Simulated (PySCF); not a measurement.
LDA on Ge (germanium, neutral), [Ar] 3d10 4s1 4p2 4d1, one real determinant (an excited configuration). All numbers are calculated (PySCF 2.14, the spin-free X2C one-electron Hamiltonian (Gaussian nucleus), in aug-cc-pVDZ-DK).

```
cycle= 1 E= -2094.82537465422  delta_E= -0.00893  |g|= 0.0762  |ddm|= 0.543
cycle= 2 E= -2094.82653032063  delta_E= -0.00116  |g|= 0.0411  |ddm|= 0.208
cycle= 3 E= -2094.82711512506  delta_E= -0.000585  |g|= 0.00165  |ddm|= 0.122
cycle= 4 E= -2094.8271176188  delta_E= -2.49e-06  |g|= 1.15e-05  |ddm|= 0.0142
cycle= 5 E= -2094.82711761859  delta_E= 2.01e-10  |g|= 1.54e-06  |ddm|= 0.000225
converged SCF energy = -2094.82711761859  <S^2> = 6.0007767  2S+1 = 5.0003107
```

Highest occupied orbital energy: 0.821 eV; ⟨L²⟩ = 7.98; populations by l: s 7.00, p 14.00, d 11.00.

(1) Can this result be used?

Answers

(1) Not for this state. The calculation finished and met its thresholds. ⟨L²⟩ = 7.98 against 12 for a pure F term, so this real determinant mixes terms. The outer electron is Rydberg-like, and this basis confines it to a smaller radius and binds it less than a complete one would. At LDA the highest occupied level has a positive energy, so only the finite basis holds that electron; for this excited configuration the basis is too tight for the outer shell.
